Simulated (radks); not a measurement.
Task: The mercury ion Hg8+ is in [Xe] 4f14 5d4. All-electron calculation, scalar-relativistic Kohn-Sham, PBE, spin-polarised, spherical densities, finite nucleus; Fermi nuclear charge, rms radius of each element as measured or else 0.836 A^(1/3) + 0.57 fm. Program: a radial shooting solver on a logarithmic mesh with Libxc functionals. Open shells are filled with parallel spins first. One electron is removed from 5s, 5d, 5p, 4f in turn, with full relaxation. Which removal costs least, and what does each cost?

Result: 5d 135.13 eV; 5p 196.53 eV; 4f 241.31 eV; 5s 252.02 eV. The 5d electron leaves first.
